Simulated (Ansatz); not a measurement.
Steps of a relaxation of C3H11NO3Zr (`C[O][Zr]([NH2])([O]C)[O]C`) with RKS PBE0-D4/def2-TZVP.

```sh
$ ansatz run in.yaml --threads 4 --pin off --events-out ev --progress --plain --max-ram 66560MiB --backend cuda --devices 0, --max-vram 37GiB
```

```yaml
crystal:
  periodic: [false, false, false]
  atoms:
    - {symbol: C, position_ang: [1.385310, -1.318930, 1.253770]}
    - {symbol: O, position_ang: [1.610000, -0.022310, 0.775120]}
    - {symbol: Zr, position_ang: [0.361230, 0.463980, -0.578720]}
    - {symbol: N, position_ang: [0.798080, 2.291490, -1.344390]}
    - {symbol: O, position_ang: [-1.276820, 0.585470, 0.385750]}
    - {symbol: C, position_ang: [-1.286170, 1.544760, 1.406970]}
    - {symbol: O, position_ang: [0.139260, -0.832240, -1.951200]}
    - {symbol: C, position_ang: [-0.608880, -1.964100, -1.609960]}
    - {symbol: H, position_ang: [1.762220, -2.075730, 0.537830]}
    - {symbol: H, position_ang: [0.302090, -1.492670, 1.445670]}
    - {symbol: H, position_ang: [1.927170, -1.455400, 2.202980]}
    - {symbol: H, position_ang: [0.447030, 2.574920, -2.264650]}
    - {symbol: H, position_ang: [0.787710, 3.126720, -0.750130]}
    - {symbol: H, position_ang: [-0.336660, 1.524050, 1.980780]}
    - {symbol: H, position_ang: [-1.440330, 2.558570, 0.991440]}
    - {symbol: H, position_ang: [-2.115960, 1.331880, 2.098260]}
    - {symbol: H, position_ang: [0.053120, -2.786270, -1.279240]}
    - {symbol: H, position_ang: [-1.163710, -2.318010, -2.492970]}
    - {symbol: H, position_ang: [-1.344690, -1.736180, -0.807310]}
basis:
  gaussian: {orbitals: def2-TZVP}
hamiltonian: {xc: pbe0, dispersion: d4}
relax: {f_tol: 0.005, max_steps: 150}
```

Positions (Å) and forces (eV/Å) along the path, 8 of 40 steps:

```xyz
19
step=1 energy=-12198.7917 eV
C     1.385   -1.319    1.254    0.283   -0.373    0.346
O     1.610   -0.022    0.775    0.934   -0.424    1.050
Zr    0.361    0.464   -0.579    0.582    1.422   -1.358
N     0.798    2.291   -1.344   -0.427    1.089   -0.256
O    -1.277    0.585    0.386   -1.127    0.150    0.798
C    -1.286    1.545    1.407   -0.400    0.211    0.300
O     0.139   -0.832   -1.951   -0.097   -0.939   -0.881
C    -0.609   -1.964   -1.610   -0.231   -0.585   -0.195
H     1.762   -2.076    0.538   -0.173    0.122    0.303
H     0.302   -1.493    1.446    0.407   -0.108   -0.023
H     1.927   -1.455    2.203   -0.207   -0.084   -0.161
H     0.447    2.575   -2.265    0.354   -0.095    0.384
H     0.788    3.127   -0.750    0.180   -0.354   -0.352
H    -0.337    1.524    1.981   -0.311    0.118   -0.061
H    -1.440    2.559    0.991    0.065   -0.242    0.201
H    -2.116    1.332    2.098    0.221    0.107   -0.017
H     0.053   -2.786   -1.279   -0.274    0.196   -0.043
H    -1.164   -2.318   -2.493    0.020    0.045    0.244
H    -1.345   -1.736   -0.807    0.204   -0.258   -0.278
19
step=3 energy=-12199.2420 eV
C     1.519   -1.333    1.325    0.053    0.139    0.073
O     1.609   -0.055    0.733   -0.237   -0.315   -0.158
Zr    0.318    0.530   -0.637   -0.082   -0.088    0.059
N     0.770    2.371   -1.408    0.463    1.257   -0.439
O    -1.298    0.682    0.469    0.314    0.243    0.082
C    -1.429    1.604    1.525   -0.093   -0.099   -0.034
O     0.008   -0.879   -1.963   -0.152   -0.019    0.366
C    -0.705   -2.072   -1.727   -0.011    0.012   -0.068
H     1.949   -2.111    0.680    0.011    0.089    0.018
H     0.473   -1.612    1.539    0.109    0.046   -0.016
H     2.063   -1.352    2.278   -0.031    0.054   -0.077
H     0.741    2.666   -2.398   -0.032   -0.394    0.796
H     1.106    3.205   -0.887   -0.341   -0.946   -0.379
H    -0.506    1.665    2.124   -0.075   -0.015   -0.035
H    -1.657    2.610    1.149   -0.016   -0.056    0.004
H    -2.238    1.299    2.197    0.012   -0.012   -0.042
H    -0.025   -2.898   -1.481   -0.010    0.077   -0.047
H    -1.272   -2.354   -2.620    0.023    0.024    0.000
H    -1.425   -1.966   -0.898    0.093    0.003   -0.104
19
step=14 energy=-12199.6933 eV
C     2.373   -1.203    1.678   -0.007    0.024   -0.007
O     1.638   -0.502    0.730    0.030   -0.042    0.065
Zr    0.251    0.308   -0.336    0.001   -0.005   -0.001
N     1.115    1.820   -1.421   -0.009    0.006   -0.032
O    -1.096    1.001    0.862   -0.054    0.030    0.053
C    -1.953    1.763    1.641   -0.015    0.020   -0.030
O    -0.593   -0.896   -1.583   -0.024   -0.040   -0.005
C    -1.266   -1.918   -2.237    0.022    0.005   -0.004
H     2.935   -2.019    1.208   -0.017    0.000   -0.006
H     1.720   -1.635    2.447    0.028    0.027   -0.038
H     3.093   -0.541    2.174   -0.029   -0.010   -0.011
H     0.801    2.154   -2.322    0.006   -0.010    0.023
H     1.933    2.348   -1.152    0.001    0.001    0.004
H    -1.527    1.938    2.636   -0.006   -0.013   -0.022
H    -2.144    2.740    1.177    0.010   -0.042    0.021
H    -2.919    1.256    1.771    0.057    0.009   -0.019
H    -0.646   -2.823   -2.290   -0.033    0.035    0.003
H    -1.515   -1.617   -3.262    0.002   -0.013    0.020
H    -2.200   -2.172   -1.721    0.037    0.016   -0.013
19
step=22 energy=-12199.6989 eV
C     2.460   -1.188    1.652    0.043   -0.040    0.046
O     1.643   -0.487    0.779   -0.001   -0.003   -0.002
Zr    0.243    0.294   -0.291    0.000    0.008   -0.005
N     1.090    1.807   -1.387    0.002   -0.001   -0.007
O    -1.122    0.987    0.887    0.002   -0.002    0.002
C    -2.015    1.749    1.622   -0.017    0.023    0.019
O    -0.579   -0.924   -1.538    0.005    0.003    0.005
C    -1.272   -1.907   -2.226   -0.018   -0.030   -0.025
H     2.793   -2.134    1.204   -0.024    0.080    0.044
H     1.931   -1.419    2.587    0.051    0.017   -0.070
H     3.352   -0.596    1.902   -0.066   -0.056   -0.016
H     0.774    2.131   -2.291   -0.001   -0.002    0.006
H     1.904    2.344   -1.122   -0.003   -0.001    0.002
H    -1.784    1.693    2.694   -0.015    0.003   -0.044
H    -1.975    2.805    1.320   -0.006   -0.045    0.015
H    -3.042    1.392    1.476    0.035    0.018    0.009
H    -0.784   -2.883   -2.116   -0.021    0.036   -0.004
H    -1.316   -1.669   -3.297    0.000   -0.010    0.041
H    -2.301   -1.995   -1.855    0.033    0.000   -0.016
19
step=29 energy=-12199.7002 eV
C     2.471   -1.182    1.654    0.001   -0.001    0.001
O     1.647   -0.494    0.777   -0.001    0.001    0.000
Zr    0.244    0.290   -0.287    0.001    0.001    0.001
N     1.086    1.808   -1.379    0.001    0.000   -0.001
O    -1.120    0.977    0.896    0.000    0.000   -0.001
C    -2.022    1.737    1.622   -0.002    0.001    0.001
O    -0.580   -0.924   -1.538    0.001    0.000    0.000
C    -1.273   -1.901   -2.235   -0.002   -0.002   -0.001
H     2.701   -2.183    1.271   -0.001    0.000    0.001
H     1.996   -1.292    2.636    0.001    0.001    0.000
H     3.417   -0.646    1.792    0.000   -0.001   -0.001
H     0.767    2.134   -2.281    0.000    0.000    0.001
H     1.895    2.350   -1.111    0.000    0.000    0.001
H    -1.819    1.661    2.697    0.000    0.000   -0.001
H    -1.964    2.795    1.339    0.000   -0.001    0.001
H    -3.048    1.394    1.447    0.001    0.000    0.000
H    -0.809   -2.885   -2.096    0.000    0.001    0.000
H    -1.277   -1.677   -3.308    0.001    0.000    0.001
H    -2.313   -1.963   -1.896    0.001    0.000   -0.001
19
step=31 energy=-12199.6956 eV rejected
C     2.476   -1.175    1.654    0.140   -0.102    0.140
O     1.647   -0.490    0.780    0.016   -0.007    0.014
Zr    0.242    0.290   -0.284   -0.015   -0.007   -0.002
N     1.081    1.812   -1.373    0.003    0.011   -0.012
O    -1.127    0.969    0.897    0.008    0.001   -0.003
C    -2.031    1.724    1.627   -0.006    0.008    0.008
O    -0.575   -0.924   -1.539    0.004    0.005    0.004
C    -1.265   -1.897   -2.244   -0.013   -0.017   -0.016
H     2.576   -2.234    1.350   -0.006    0.292    0.116
H     2.075   -1.144    2.684    0.143   -0.028   -0.288
H     3.485   -0.722    1.660   -0.288   -0.156    0.020
H     0.760    2.140   -2.274    0.000   -0.005    0.006
H     1.890    2.356   -1.106   -0.001   -0.003    0.005
H    -1.844    1.621    2.703   -0.002    0.000   -0.011
H    -1.956    2.788    1.369   -0.001   -0.011    0.002
H    -3.059    1.397    1.429    0.007    0.003    0.002
H    -0.831   -2.890   -2.071   -0.012    0.022   -0.005
H    -1.224   -1.693   -3.321   -0.002   -0.007    0.028
H    -2.320   -1.928   -1.942    0.028    0.000   -0.008
19
step=35 energy=-12199.7005 eV
C     2.474   -1.177    1.653    0.016   -0.011    0.016
O     1.646   -0.490    0.779    0.001    0.000    0.001
Zr    0.242    0.290   -0.286   -0.001   -0.001    0.000
N     1.082    1.812   -1.376    0.000    0.000    0.000
O    -1.126    0.973    0.896    0.000    0.001    0.001
C    -2.027    1.728    1.626    0.000    0.000    0.000
O    -0.576   -0.924   -1.539   -0.001    0.000    0.000
C    -1.267   -1.900   -2.241   -0.001   -0.001   -0.001
H     2.614   -2.215    1.325   -0.002    0.032    0.015
H     2.052   -1.192    2.666    0.017   -0.001   -0.032
H     3.461   -0.701    1.701   -0.031   -0.019    0.000
H     0.763    2.139   -2.277    0.000    0.000    0.000
H     1.891    2.355   -1.106    0.000    0.000    0.000
H    -1.834    1.633    2.701    0.000    0.000   -0.001
H    -1.959    2.791    1.362    0.000   -0.001    0.000
H    -3.055    1.396    1.437    0.000    0.000    0.000
H    -0.827   -2.890   -2.073   -0.002    0.003   -0.001
H    -1.234   -1.693   -3.317    0.000   -0.001    0.004
H    -2.318   -1.935   -1.932    0.004    0.000   -0.002
19
step=40 energy=-12199.7007 eV
C     2.474   -1.176    1.653    0.000    0.000    0.000
O     1.646   -0.491    0.778    0.000    0.000    0.000
Zr    0.242    0.291   -0.286   -0.001    0.002    0.000
N     1.082    1.815   -1.373    0.000   -0.001    0.000
O    -1.125    0.972    0.898    0.000   -0.001    0.000
C    -2.031    1.723    1.628    0.000    0.000    0.000
O    -0.576   -0.921   -1.541    0.000    0.000    0.000
C    -1.263   -1.897   -2.245    0.000    0.000    0.000
H     2.554   -2.233    1.371    0.000    0.000    0.000
H     2.092   -1.124    2.679    0.000    0.000    0.000
H     3.483   -0.747    1.643    0.000    0.000    0.000
H     0.763    2.143   -2.273    0.000    0.000    0.000
H     1.888    2.359   -1.101    0.001    0.000    0.000
H    -1.839    1.626    2.703    0.000    0.000    0.000
H    -1.966    2.786    1.365    0.000    0.000    0.000
H    -3.057    1.387    1.437    0.000    0.000    0.000
H    -0.827   -2.888   -2.070    0.000    0.000    0.000
H    -1.222   -1.695   -3.321    0.000    0.000    0.000
H    -2.317   -1.930   -1.944    0.000    0.000    0.000
```

It took 120 s on 4 threads of an AMD EPYC 7R13 on a shared host and a share of an NVIDIA H100 80 GB, with 0.97 GiB of host memory at the peak.
